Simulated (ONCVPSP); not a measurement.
# What one change does to a pseudopotential (Ru (Z = 44), ONCV)

Ru (Z = 44), optimised norm-conserving Vanderbilt (ONCV), made with ONCVPSP 4.0.1 (PBE, scalar-relativistic). Core [Ar] 3d10, reference 4s2 4p6 4d7 5s1. Waves: 4s+5s: rc 1.95 bohr, ncon 4, nbas 8, qcut 5.4 1/bohr, 2 projectors; 4p: rc 1.40 bohr, ncon 3, nbas 8, qcut 10.9 1/bohr, 2 projectors, debl 1.9 Ha; 4d: rc 1.50 bohr, ncon 3, nbas 7, qcut 7 1/bohr, 2 projectors, debl 2.8 Ha. Local part: polynomial inside 1.30 bohr (lpopt 5, dvloc0 1 Ha). Core correction: Teter function, fcfact 2.75, rcfact 1.35.

All-electron outer shells of the reference configuration (PBE, scalar-relativistic, ld1.x):

| shell | level (eV) | outermost node (bohr) | outermost maximum (bohr) |
| --- | --- | --- | --- |
| 3d | -273.12 | – | 0.30 |
| 4s | -76.37 | 0.48 | 0.92 |
| 4p | -46.42 | 0.49 | 0.98 |
| 4d | -5.20 | 0.48 | 1.21 |
| 5s | -4.24 | 1.24 | 2.73 |

Change: s: qcut 6.4; p: qcut 13; d: qcut 8.4.

Cutoffs: the cutoffs (Ha) at which the residual kinetic energy of the hardest occupied pseudo-wave falls to 1 and 0.1 mHa per electron; they do not see the model core or the augmentation charge, which bear on the density cutoff. Errors are all-electron minus pseudo energies relative to the spin-unpolarised reference configuration.

Question: Predict the effect on cutoff, ghosts and configuration errors.

Answer: The potential gets harder (36 Ha and 43 Ha → 47 Ha and 57 Ha); of the 4 tests that both files solve, the error grows in 0 and shrinks in 3 by more than 15 % and 0.3 meV (median size 4.3 → 2.1 meV); neither file shows a bound ghost.

```csv
quantity,base,changed
"cutoff, loose",36 Ha,47 Ha
"cutoff, tight",43 Ha,57 Ha
loose cutoff by channel,"s 7.1 Ha, p 36 Ha, d 22 Ha","s 11 Ha, p 47 Ha, d 25 Ha"
bound ghosts,none,none
GHOST(+) flags under 300 eV,none,none
"error for 4s2 4p6 4d7 5s0, meV [ΔE 7.29 eV]",-3.3,-2.1
"error for 4s2 4p6 4d6 5s0, meV [ΔE 25.48 eV]",-5.4,-2.8
"error for 4s2 4p6 4d5 5s0, meV [ΔE 56.10 eV]",-6.0,-2.1
"error for 4s2 4p6 4d7 5s0.5, meV [ΔE 2.86 eV]",-0.9,-0.9
s: phases at 1.98 bohr within 0.05 rad from the reference energy up to (Ha; the scan ends near 5),3.9,4.4
p: phases at 1.42 bohr within 0.05 rad from the reference energy up to (Ha; the scan ends near 5),to the end of the scan,to the end of the scan
d: phases at 1.52 bohr within 0.05 rad from the reference energy up to (Ha; the scan ends near 5),4.8,to the end of the scan
"rms error of d²Exc/dni dnj with the model core, mHa",1.26,1.23
```
